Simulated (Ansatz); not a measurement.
Born–Oppenheimer molecular dynamics of Cl$_{3}$H$_{4}$NOTi (10 atoms, charge 0, multiplicity 1). It starts at the highest image of a converged band, a first-order saddle point between two minima.

Theory: RKS PBE-D4/def2-SVP in Ansatz 0.2.0.

```json
{"ensemble": "NVE (velocity Verlet)", "time step": "0.5 fs", "steps asked": "200", "starting velocities drawn for": "100 K", "seed": "7348"}
```

First frame:

```xyz
10
Properties=species:S:1:pos:R:3
Ti 0.283 -0.358 -0.041
O 0.464 0.150 2.009
H -0.343 0.504 2.429
Cl 2.031 0.701 -0.800
Cl -1.579 0.867 0.023
Cl -0.311 -1.718 -1.690
N 0.842 -1.982 1.107
H 0.262 -2.817 0.955
H 1.815 -2.256 0.900
H 0.620 -0.955 2.076
```

Task: How far do the bonds stretch over the last three quarters of this one trajectory? (Pairs bonded in most of those frames.)

Result: 
```tsv
bond	mean (Å)	spread (Å)	shortest	longest
Ti1–O2	1.866	0.113	1.71	2.10
Ti1–Cl4	2.195	0.030	2.16	2.25
Ti1–Cl5	2.245	0.047	2.18	2.31
Ti1–Cl6	2.279	0.042	2.22	2.35
Ti1–N7	2.391	0.143	2.09	2.53
O2–H3	0.981	0.005	0.97	0.99
N7–H8	1.029	0.016	0.99	1.07
N7–H9	1.030	0.021	0.99	1.07
N7–H10	1.038	0.043	0.97	1.12
```

Pairs bonded in part of these frames only: Ti1–H3 37 %, Ti1–H10 7 %.

Mean temperature of the second half: 583 K. The conserved energy stayed within 0.2 meV per atom of its start (net change -0.022 meV per atom), so the integration is sound. The kinetic energy rose, since the run started high on the potential surface and went downhill. A run of 0.1 ps of so small a system gives no equilibrium averages. The orbitals stay closed-shell, which can raise the energy where a bond breaks towards radicals; this wasn't checked here.

Run time: 6.6 min on 4 threads of Arm Neoverse V2, with other jobs on the host, peak memory 0.23 GiB.
